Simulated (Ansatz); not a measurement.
**Redistribution: C4H3F5 + C4H8F2 → C4H4F4 + C4H7F3**

Gas-phase species: C4H3F5 `C/C(F)=C(\F)C(F)(F)F`, singlet; C4H8F2 `CCC(F)CF`, singlet; C4H4F4 `C/C(F)=C\C(F)(F)F`, singlet; C4H7F3 `FCCC(F)CF`, singlet. The partners trade F for H; both sit on C, so the bond types are kept.

Shapes, held fixed at every level: PBE0-D4/def2-TZVP. Flexible molecules stand in one conformer, not always the lowest. Programs: Ansatz 0.2.0. The zero-point and thermal change to 298 K, harmonic and unscaled (PBE0-D4/def2-TZVP), is +1.9 kJ/mol.

```tsv
level	kind	ΔH(298 K) (kJ/mol)
HF/def2-SVP	Hartree–Fock	-39.5
PBE-D4/def2-TZVPP	GGA	-27.1
r2SCAN-D4/def2-TZVPP	meta-GGA	-29.4
B3LYP-D4/def2-TZVPP	global hybrid	-32.7
PBE0-D4/def2-TZVPP	global hybrid	-29.6
wB97X-V/def2-TZVPP	range-separated hybrid	-33.9
MP2/def2-TZVPP	perturbation theory	-36.0
```

MP2/def2-TZVPP gives ΔH(298 K) = -36.0 kJ/mol; the levels span -39.5 to -27.1. The median of the levels is -32.7. No measured value is set beside it here.
